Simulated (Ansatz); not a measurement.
```yaml
crystal:
  periodic: [false, false, false]
  atoms:
    - {symbol: C, position_ang: [-2.517425, 1.810735, 2.576280]}
    - {symbol: C, position_ang: [-1.532770, 2.137663, 1.959681]}
    - {symbol: S, position_ang: [-0.150819, 2.607353, 1.134491]}
    - {symbol: Sn, position_ang: [-0.340200, 0.945157, -0.655646]}
    - {symbol: Ga, position_ang: [1.957782, 0.581302, -1.890008]}
    - {symbol: C, position_ang: [-0.410035, -0.948644, 0.419968]}
    - {symbol: Si, position_ang: [0.816601, -2.037168, -0.429389]}
    - {symbol: H, position_ang: [-3.388349, 1.535432, 3.121441]}
    - {symbol: H, position_ang: [-1.854665, 1.253403, -1.386640]}
    - {symbol: H, position_ang: [1.959701, -0.038873, -3.329436]}
    - {symbol: H, position_ang: [3.253259, 1.132186, -1.203615]}
    - {symbol: H, position_ang: [-1.414590, -1.373819, 0.420454]}
    - {symbol: H, position_ang: [-0.124554, -0.724448, 1.450249]}
    - {symbol: H, position_ang: [1.433578, -3.132428, 0.363295]}
    - {symbol: H, position_ang: [2.020085, -1.177391, -0.839664]}
    - {symbol: H, position_ang: [0.292431, -2.570462, -1.711453]}
basis:
  gaussian: {orbitals: def2-TZVPP, final_grid: {core_spheres: 5, valence_spheres: 4, degree: 11}, point_charges: [{charge: 1.00, position_ang: [6.041, 0.975, -0.303]}]}
total_charge: -2
magnetization: {spin_polarized: true, initial_magnetization: 0}
hamiltonian: {xc: {name: r2SCAN50}, dispersion: d3bj}
```

```sh
$ ansatz run in.yaml --threads 2 --pin off --events-out ev --progress --plain --max-ram 22528MiB --backend cuda --devices 0, --max-vram 18GiB
```

Output, abridged:

```
Warning: the engine holds no damping parameters fitted to this dispersion correction and functional, so the run takes those fitted to r2scan50 beside the three-body term, which d3bj leaves out (hamiltonian.dispersion, under Limitations)
Functional definition: r2SCAN50
2776 factors; their error is unknown
mean field evaluation 1: about -80169.5236 eV, gradient 3.3e1 eV
mean field evaluation 2: about -80155.5376 eV, gradient 5.5e1 eV
mean field evaluation 4: about -80176.1148 eV, gradient 3.8e0 eV
mean field evaluation 8: about -80176.1652 eV, gradient 9.7e-1 eV
mean field evaluation 16: about -80176.7905 eV, gradient 2.0e-2 eV
mean field evaluation 32: about -80176.7906 eV, gradient 5.6e-5 eV
mean field -80176.88300032 eV, -2946.4461044184 hartree, gradient 6.9e-6 eV, S^2 0.779163; 9 other end points of the search recorded, 0 dependent functions left out
reference -80176.88301586 eV, -2946.4461049897 hartree; 56, 56 occupied and 345, 345 virtual orbitals, 2776 factors
Total energy: -80177.10817408 eV, -2946.4543794015 hartree
```

Something in this input is off. What?

The charge is far from anything that the molecule holds. The run converged. The result belongs to that input, not to the molecule as meant.
